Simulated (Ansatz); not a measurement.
`B[SiH]([SiH3])Cl` + H₂O → `O[SiH]([SiH3])Cl` + BH₃ at 600 K and 1 bar (formal hydrolysis of the Si–B bond).

Isolated molecules relaxed with PBE0-D4/def2-TZVP in Ansatz; ΔE leaves out vibrations. CCSD(T)/CBS is the MP2 limit (def2-TZVPP, def2-QZVPP) plus CCSD(T) − MP2 in def2-TZVPP, frozen cores. This one scheme is used for every species. One conformer a species, not always the lowest.

```
           species  CCSD(T)/CBS energy (Eh)  H − E (kJ/mol)  S (J/(mol·K))
`B[SiH]([SiH3])Cl`              -1066.34213           211.9          465.3
               H₂O                -76.37941            76.8          212.8
`O[SiH]([SiH3])Cl`              -1116.20942           191.6          443.1
               BH₃                -26.55200            91.5          217.3
```

H − E and S are ideal-gas, rigid-rotor, harmonic terms from PBE0-D4/def2-TZVP, for one conformer and one mirror image of each species. 1 Eh = 2625.50 kJ/mol, R = 8.31446 J/(mol·K).

Question: By hand: ΔE, ΔH, ΔS and ΔG.

Answer: ΔE = (-1116.20942) + (-26.55200) − (-1066.34213) − (-76.37941) = -0.03988 Eh = -104.7 kJ/mol. Δ(H − E) = 191.6 + 91.5 − 211.9 − 76.8 = -5.6, so ΔH = -110.3 kJ/mol. ΔS = 443.1 + 217.3 − 465.3 − 212.8 = -17.7 J/(mol·K). ΔG = -110.3 − 600 × (-17.7)/1000 = -99.7 kJ/mol.

Question: By hand: the equilibrium constant, and the temperature at which ΔG would vanish if ΔH and ΔS stayed fixed.

Answer: log₁₀ K = −ΔG/(RT ln 10) = 8.7. ΔG = 0 at ΔH/ΔS = 6232 K, far beyond where these terms or the molecules hold.

ΔH outweighs TΔS. A doubt of 5 kJ/mol in ΔE shifts log₁₀ K by 0.4 here. Other conformers and mirror images would add mixing entropy, several J/(mol·K) or more a flexible species. These are equilibria of isolated gas molecules and say nothing of rates. Largest T1 diagnostic: 0.012 (customary marks: 0.02 for closed shells, 0.045 for open ones).
